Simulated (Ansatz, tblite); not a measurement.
Cost and result up the ladder for Ge(OMe)H3 (CH₆GeO) (9 atoms). Charge 0, multiplicity 1. Geometry: PBE-D4/def2-TZVP.

Cartesian coordinates in Å:
```
Ge -1.3508 0.2210 0.0992
O 0.3330 0.8465 -0.0648
C 1.3705 -0.1264 -0.1050
H 1.4121 -0.7335 0.8191
H 2.3262 0.4092 -0.2062
H 1.2678 -0.8136 -0.9661
H -1.6654 -0.7052 -1.1074
H -2.2292 1.4871 0.1091
H -1.4641 -0.5850 1.4220
```

Ansatz on 4 threads of Arm Neoverse V1 on a shared host; xTB runs through tblite on one thread. Times are rough, summed over both states, and most runs start from the orbitals of an earlier one. PBE0-D4/def2-TZVP serves as the yardstick here, not as an exact answer. The other state is a triplet.

The xTB rows come from tblite.

xTB has no spin-polarisation term.

```tsv
level	functions	wall time	vertical triplet (eV)	difference from PBE0-D4/def2-TZVP (eV)
GFN2-xTB	23	0.006 s	8.14	2.12
GFN1-xTB	29	0.01 s	7.02	0.99
PBE-D4/def2-TZVP (with forces)	146	3.5 s	5.71	-0.32
PBE0-D4/def2-TZVP	146	5.1 s	6.03	0.00
r2SCAN-D4/def2-TZVP	146	7 s	5.88	-0.15
```
